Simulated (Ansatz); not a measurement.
`[OH][Mo]([OH])(=[S])=[S]`, relaxed with RKS PBE-D4/def2-SVP in Ansatz 0.2.0 from a rough embedded geometry. The force threshold is 0.03 eV/Å; the program also tests the step.

Total charge 0; spin multiplicity 1. Mo: def2 effective core potential.

Start:

```xyz
7

O    -1.246    0.210    1.447
Mo    0.054   -0.135   -0.020
O     0.479    1.622   -0.888
S     1.778   -0.940    0.666
S    -0.741   -1.432   -1.409
H    -1.448   -0.745    1.859
H     1.123    1.420   -1.657
```

Question: By how much does the energy fall, and how many steps does the optimiser take? (Best estimate.)

Answer: The calculation gave: 90.84 kJ/mol, in 26 steps, 4 of them rejected.

Question: Which bonds change most? (Estimate.)

Answer: Ansatz gave: Mo2–O3 from 2.006 to 1.876 Å; O1–Mo2 from 1.990 to 1.876 Å; Mo2–S4 from 2.023 to 2.131 Å; O1–H6 from 1.059 to 0.977 Å.

Question: Give the relaxed structure. (Best estimate.)

Answer: Computed: 
```xyz
7

O    -0.782    0.073    1.524
Mo    0.130   -0.281   -0.076
O     0.171    1.245   -1.167
S     2.114   -0.885    0.415
S    -0.853   -1.835   -1.152
H    -1.728   -0.156    1.616
H     0.948    1.838   -1.161
```
